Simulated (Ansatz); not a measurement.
`CO[SiH2][SiH2]Cl` → `C[SiH](Cl)[SiH2]O`  (isomerisation)

Calculated with Ansatz (gas phase, PBE0-D4/def2-TZVP geometries, no zero-point term in ΔE). CBS: MP2 limit from def2 TZ/QZ plus the TZ coupled-cluster correction, frozen cores. DFT in def2-TZVPP. B3LYP here is the variant with VWN-RPA as its local correlation; programs differ in this. Each species was taken in one conformer, which may not be the lowest.

`CO[SiH2][SiH2]Cl`:

```xyz
12

C     0.837   -0.747   -2.054
O     0.183    0.039   -1.082
Si    0.130   -0.375    0.510
Si   -1.083    1.301    1.600
Cl   -1.153    0.768    3.597
H     0.397   -1.749   -2.118
H     1.906   -0.847   -1.832
H     0.727   -0.256   -3.022
H     1.503   -0.478    1.085
H    -0.532   -1.699    0.699
H    -0.433    2.632    1.507
H    -2.480    1.409    1.109
```

`C[SiH](Cl)[SiH2]O`:

```xyz
12

C    -1.050    1.550    0.484
Si    0.437    0.756   -0.308
Cl    0.067    0.568   -2.353
Si    0.831   -1.465    0.345
O    -0.290   -2.424   -0.399
H    -1.256    2.522    0.032
H    -1.934    0.919    0.370
H    -0.868    1.696    1.553
H     1.630    1.635   -0.175
H     2.225   -1.845   -0.024
H     0.654   -1.672    1.805
H    -0.447   -2.239   -1.328
```

```
       level  ΔE (eV)
      B2PLYP    -1.02
      r2SCAN    -1.10
       B3LYP    -0.97
HF/CBS(def2)    -0.85
```

(1) What does CCSD(T)/CBS give? (Best estimate.)

Largest T1 diagnostic among the species: 0.011.

Answers

(1) Ansatz gave: -1.08 eV. The listed levels differ from it by 0.06, -0.02, 0.11, 0.23 eV.

In def2-TZVPP, CCSD(T) changes the Hartree–Fock value by −0.19 eV (the triples alone add −0.02 eV) and MP2 by −0.27 eV. The D4 term adds −0.05 eV with B3LYP and −0.03 eV with PBE0; it sums over pairs of atoms, weighted by their polarisabilities, and B3LYP, whose exchange is more repulsive, gets the larger term.
